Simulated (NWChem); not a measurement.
System: C$_{2}$H$_{6}$Zn; SMILES [CH3][Zn][CH3]

All runs: NWChem. Medium grid unless said otherwise, to which SCAN and Minnesota functionals are sensitive. Coordinates come from a PBE0/def2-SVP optimisation.

For level PBE/def2-SVP:

```
Item                         Result
---------------------------  ------
highest occupied level (eV)   -5.86
orbital gap (eV)               5.64
```

Problem. How do the values read with level M06-L/def2-SVP instead?

Solution. The highest occupied level (eV) is -6.03 and the orbital gap (eV) is 6.37.
